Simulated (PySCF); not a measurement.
Which level of theory gave which numbers?

Compound: GeF2H2.
InChI=1S/F2GeH2/c1-3-2/h3H2

The closed-shell ground state was solved 3 times with PySCF (density fitting, gas phase), always in the pcSseg-1 (pcSseg-2 on Ge) basis (107 functions), with these functionals: B3LYP, PBE and PBE0. Geometry: PBE0-D3(BJ)/def2-SVP; no solvent, vibrations or thermal averaging. Relativistic effects, spin–orbit coupling among them, are left out although an element past zinc is present.

| row | total energy (Eh) | HOMO (eV) | LUMO (eV) | dipole (D) |
| --- | --- | --- | --- | --- |
| P | -2277.4925 | -8.44 | -1.01 | 2.44 |
| Q | -2277.5351 | -10.06 | -0.18 | 2.66 |
| R | -2278.0460 | -9.82 | -0.47 | 2.63 |

Question: Which functional belongs to which row?

Answer: P = PBE, Q = PBE0, R = B3LYP. By rising HOMO–LUMO gap: PBE (GGA) 7.43 eV; B3LYP (global hybrid, 20 % exact exchange) 9.35 eV; PBE0 (global hybrid, 25 % exact exchange) 9.88 eV. Total energies of different functionals aren't bounds to one another; each is stationary for its own functional.
